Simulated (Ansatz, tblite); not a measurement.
Removing and adding an electron: `C[Si](C)(C)C#C/C=C/c1ccc(/C=C/c2ccc(/C=C/c3ccc(/C=C/c4ccc(C#C[Si](C)(C)C)cc4)cc3)cc2)cc1`. Total charge 0; singlet. Geometry: PBE-D4/def2-SVP. Ansatz, gas phase; energy differences of separate SCF runs; the oxidised species was run as a doublet alone; the reduced species was run as a doublet alone.

```xyz
86

C     6.972  -12.356  -10.884
Si    5.920  -11.078  -11.801
C     4.635  -11.941  -12.886
C     7.021   -9.952  -12.847
C     5.040  -10.044  -10.551
C     4.469   -9.353   -9.696
C     3.795   -8.585   -8.722
C     4.302   -7.445   -8.157
C     3.664   -6.614   -7.147
C     2.388   -6.891   -6.590
C     1.831   -6.058   -5.624
C     2.507   -4.900   -5.152
C     1.872   -4.071   -4.137
C     2.389   -2.948   -3.558
C     1.758   -2.117   -2.542
C     0.460   -2.356   -2.021
C    -0.088   -1.523   -1.049
C     0.619   -0.402   -0.536
C    -0.009    0.431    0.479
C     0.528    1.534    1.080
C    -0.100    2.375    2.089
C    -1.408    2.150    2.599
C    -1.967    2.988    3.558
C    -1.255    4.107    4.071
C    -1.797    5.020    5.066
C    -3.031    4.964    5.648
C    -3.575    5.891    6.633
C    -2.859    7.008    7.138
C    -3.428    7.874    8.067
C    -4.752    7.666    8.543
C    -5.337    8.561    9.482
C    -5.852    9.348   10.286
Si   -6.630   10.539   11.463
C    -8.126    9.703   12.262
C    -5.354   11.012   12.776
C    -7.170   12.069   10.491
C    -5.472    6.548    8.050
C    -4.892    5.687    7.119
C     0.051    4.328    3.565
C     0.611    3.488    2.604
C     1.917   -0.163   -1.058
C     2.464   -0.995   -2.031
C     3.783   -4.623   -5.711
C     4.340   -5.456   -6.677
H     7.714  -11.860  -10.227
H     6.339  -13.010  -10.250
H     7.521  -12.999  -11.603
H     3.969  -12.585  -12.276
H     4.002  -11.201  -13.416
H     5.129  -12.580  -13.647
H     7.575  -10.542  -13.607
H     7.763   -9.424  -12.214
H     6.418   -9.187  -13.377
H     2.797   -8.950   -8.416
H     5.300   -7.113   -8.492
H     1.826   -7.777   -6.921
H     0.839   -6.297   -5.208
H     0.872   -4.414   -3.822
H     3.392   -2.610   -3.869
H    -0.130   -3.208   -2.388
H    -1.098   -1.733   -0.662
H    -1.024    0.112    0.772
H     1.545    1.848    0.789
H    -1.997    1.297    2.231
H    -2.983    2.775    3.921
H    -1.117    5.840    5.354
H    -3.713    4.146    5.359
H    -1.834    7.203    6.790
H    -2.858    8.735    8.444
H    -7.822    8.794   12.819
H    -8.627   10.392   12.973
H    -8.867    9.401   11.494
H    -4.463   11.480   12.312
H    -5.786   11.735   13.499
H    -5.016   10.120   13.341
H    -7.646   12.813   11.163
H    -7.901   11.799    9.702
H    -6.301   12.552   10.000
H    -6.496    6.371    8.410
H    -5.469    4.826    6.745
H     0.629    5.186    3.943
H     1.628    3.688    2.230
H     2.506    0.692   -0.694
H     3.473   -0.783   -2.420
H     4.345   -3.736   -5.382
H     5.332   -5.216   -7.094
```

The xTB rows come from tblite. Single mean-field runs in def2-SVP are fitted with def2-universal-jkfit.

```json
{"level": "GFN2-xTB", "−HOMO (eV)": "9.60", "vertical IE (eV)": "10.77", "−LUMO (eV)": "7.91", "vertical EA (eV)": "6.69", "HOMO–LUMO gap (eV)": "1.69", "IE − EA (eV)": "4.07"}
{"level": "PBE-D4/def2-SVP", "−HOMO (eV)": "4.71", "vertical IE (eV)": "5.91", "−LUMO (eV)": "3.09", "vertical EA (eV)": "2.00", "HOMO–LUMO gap (eV)": "1.62", "IE − EA (eV)": "3.92"}
```

Estimate the rows for GFN1-xTB, PBE0-D4/def2-SVP.


```json
{"level": "GFN1-xTB", "−HOMO (eV)": "10.64", "vertical IE (eV)": "11.78", "−LUMO (eV)": "8.96", "vertical EA (eV)": "7.78", "HOMO–LUMO gap (eV)": "1.68", "IE − EA (eV)": "3.99"}
{"level": "PBE0-D4/def2-SVP", "−HOMO (eV)": "5.44", "vertical IE (eV)": "6.29", "−LUMO (eV)": "2.53", "vertical EA (eV)": "1.79", "HOMO–LUMO gap (eV)": "2.91", "IE − EA (eV)": "4.50"}
```

 Raw xTB energy differences between charge states are shifted by several eV; the methods need an empirical correction for them. Sets without diffuse functions give affinities that are too small.
